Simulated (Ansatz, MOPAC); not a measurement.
The molecule CsRe, multiplicity 7 (lowest of 2S+1 = 1, 3, 5, 7 at CCSD(T)/def2-TZVPP on PBE0 minima; our sources give no spin for the ground state, which may be another). No spin–orbit coupling.

The constants come from a fifth-degree fit in 1/R (seven points, main isotopes). Runs in def2 and cc sets follow the lowest solution found near the PBE0 minimum.

Correlated levels freeze the inner cores; with def2 sets outer-core shells near the valence are correlated too. The state that PM7 reach isn't checked; PM7 holds dispersion and hydrogen-bond terms.

Codes used: Ansatz (a quantum-chemistry and plane-wave program); MOPAC for PM7 (differences of heats of formation). Each number belongs to the level named beside it. In def2 rows elements past Kr take small-core potentials, without spin–orbit coupling.

| level | r_e (Å) | ω_e (cm⁻¹) | ω_e x_e (cm⁻¹) | dipole (D) |
|---|---|---|---|---|
| PM7 | 4.241 | 45 | 0.96 | - |
| PBE/def2-TZVPP | 4.189 | 37 | 0.19 | 2.38 |
| r2SCAN/def2-TZVPP | 4.259 | 37 | 0.20 | 2.78 |
| B97M-V/def2-TZVPP | 4.328 | 38 | 0.17 | 2.22 |
| PBE0/def2-TZVPP | 4.219 | (withheld) | 0.21 | 2.48 |
| wB97X-V/def2-TZVPP | 4.291 | 32 | 0.27 | 1.73 |
| wB97M-V/def2-TZVPP | 4.213 | 36 | 0.24 | 2.64 |
| CCSD(T)/def2-TZVPP | (withheld) | (withheld) | 0.24 | - |

Problem. What belongs in the gaps?

Solution. 
- CCSD(T)/def2-TZVPP, r_e (Å): 4.288
- CCSD(T)/def2-TZVPP, ω_e (cm⁻¹): 33
- PBE0/def2-TZVPP, ω_e (cm⁻¹): 37
